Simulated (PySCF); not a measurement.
Ga(H)(Me)(NH2) (CH6GaN), SMILES [CH3][GaH][NH2].

Geometry optimised at B3LYP-D3(BJ)/def2-SVP. Other conformers were not sampled.

Computed with IEF-PCM-ωB97X/def2-SVP run with PySCF 2.14.0.

The values are the electrostatic part of the solvation free energy, E(continuum) − E(gas) at the gas-phase geometry, in a cavity of scaled van der Waals radii (PySCF's table); cavitation and dispersion terms are not included. A continuum can't describe solvent molecules that bind to the metal. In vacuum the orbital gap is 11.26 eV. The dipole moment in vacuum is 0.95 D.

```tsv
solvent	ε	ΔG(elec) (kcal/mol)	dipole (D)	gap (eV)
water	78.36	-2.9	1.18	11.37
dimethylsulfoxide	46.83	-2.9	1.17	11.37
toluene	2.37	-1.3	1.05	11.31
```
